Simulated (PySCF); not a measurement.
**Pt⁷³⁺: ionisation energy**

Pt⁷³⁺ [He] 2s2 2p1 [2p1/2^1, M_J = 1/2] → Pt⁷⁴⁺ [He] 2s2, as a difference of total energies. Computed with PySCF 2.14 in an even-tempered Gaussian basis (16 s from 62 bohr⁻², ratio 2.4; 13 p from 81 bohr⁻², ratio 2.4; 5 d from 260 bohr⁻², ratio 2.6; 4 f from 390 bohr⁻², ratio 2.6), with the two-component X2C-1e Hamiltonian. Correlated levels: nothing frozen; the 28 highest virtual spinors dropped. "Screened" scales the spin-orbit matrix elements by Boettger's factors to mimic the two-electron term; Breit and QED terms are absent.

```json
{"method": "GHF (spin-free)", "ionisation energy (eV)": "19951.7"}
{"method": "GMP2 (spin-free)", "ionisation energy (eV)": "19951.6"}
{"method": "GHF (screened spin-orbit)", "ionisation energy (eV)": "21305.9"}
{"method": "GMP2 (screened spin-orbit)", "ionisation energy (eV)": "21303.3"}
```

Problem. How much does correlation contribute at GMP2 (screened spin-orbit)?

Solution. 21303.3 − (21305.9) = -2.6 eV, measured against GHF (screened spin-orbit).

For this ion Breit and QED terms and the two-electron picture change, all absent here, outweigh the correlation shift from GHF to GMP2.

The spin-free rows lack the spin-orbit shift.

For comparison: 21280 ± 90 eV (theoretical estimate listed by NIST; NIST Atomic Spectra Database, ionization energies).
